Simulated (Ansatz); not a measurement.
The same path of CH₁₀GeSi₂ (14 atoms, charge 0, multiplicity 1) was run twice with different band settings. The coordinate that changes most is the dihedral H7–Si1–C2–Si3.

Method: RKS B3LYP/def2-SVP in Ansatz 0.2.0.

Relaxed end points:

```xyz
14
Properties=species:S:1:pos:R:3
Si -0.865 1.909 -0.489
C -0.242 0.916 0.996
Si 1.053 -0.433 0.676
Ge 0.222 -2.232 -0.685
H -1.539 1.012 -1.474
H -1.845 2.945 -0.048
H 0.272 2.591 -1.175
H 0.192 1.626 1.723
H -1.112 0.453 1.496
H 2.251 0.159 0.007
H 1.503 -1.015 1.978
H -1.098 -2.797 -0.109
H 1.249 -3.385 -0.734
H -0.053 -1.778 -2.135
```

```xyz
14
Properties=species:S:1:pos:R:3
Si -0.391 2.031 -0.599
C 0.240 1.030 0.877
Si 1.013 -0.668 0.527
Ge -0.555 -2.250 -0.377
H 0.712 2.271 -1.576
H -1.489 1.301 -1.298
H -0.918 3.352 -0.144
H 1.000 1.637 1.401
H -0.594 0.894 1.589
H 2.151 -0.521 -0.431
H 1.561 -1.239 1.796
H -1.808 -2.359 0.522
H 0.089 -3.652 -0.462
H -1.024 -1.856 -1.794
```

Common settings: movable images 7; climbing image yes; spring 5.0 eV/Å²; optimiser quadratic models (default); start path IDPP; end points relaxed.

| run | force threshold | iteration limit |
| --- | --- | --- |
| 1 | 0.05 eV/Å | 37 |
| 2 | 0.5 eV/Å | 36 |

Task: What does each run give, and how far can it be trusted?

Result: Run 1: converged after 4 iterations, highest image 0.061 eV above the first end. A vibrational analysis at the climbing image gives one clearly imaginary mode, 124i cm⁻¹: a first-order saddle point.
Run 2: converged after 2 iterations, highest image 0.070 eV above the first end. The threshold of 0.5 eV/Å is loose, so the images may lie well off the minimum-energy path. The order of the stationary point at the top wasn't checked.
